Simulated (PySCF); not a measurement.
Cl4Se (SMILES Cl[Se](Cl)(Cl)Cl), singlet, geometry from GFN2-xTB. Base run: PySCF with DF-PBE/pcseg-1.

Input for PySCF:
```python
from pyscf import gto, scf, dft

mol = gto.Mole()
mol.atom = '''
    Se   -0.003007    0.004701    0.442483
    Cl    1.061722   -1.326566   -0.820968
    Cl    1.812304    1.458836    0.396540
    Cl   -1.050276    1.308670   -0.863321
    Cl   -1.817736   -1.450343    0.402783
'''
mol.basis = 'pcseg-1'
mol.charge = 0
mol.spin = 0
mol.verbose = 4
mol.build()

mf = dft.RKS(mol)
mf.xc = 'pbe'
mf = mf.density_fit(auxbasis='def2-universal-jkfit')
mf.kernel()
mf.analyze()
```

Each row names what was changed in the base input (with any setting that the change needs).

| change | ΔE vs base (mEh) | SCF cycles | outcome |
|---|---|---|---|
| base | 0.000 | 12 | converged |
| diis = off (with mf.max_cycle = 100) | - | 100 | not converged |
| conv_tol = 1e-7 | 0.000 | 9 | converged |
| diis = off; damp = 0.3 (with mf.diis_start_cycle = 200; with mf.max_cycle = 150) | - | - | cut at the time limit |
| diis = off; damp = 0.6 (with mf.diis_start_cycle = 200; with mf.max_cycle = 150) | 0.000 | 15 | converged |
| DIIS = ADIIS | 0.000 | 22 | converged |
| diis_space = 12 | 0.000 | 12 | converged |
| conv_tol = 1e-4 | 0.001 | 7 | converged |
| conv_tol = 1e-11 | 0.000 | 12 | converged |
| damp = 0.5; diis_start_cycle = 5 | 0.000 | 15 | converged |
| level_shift = 0.1 (with mf.max_cycle = 100) | 0.000 | 12 | converged |
| diis_space = 20 | 0.000 | 12 | converged |
| diis_space = 2 | 0.000 | 29 | converged |
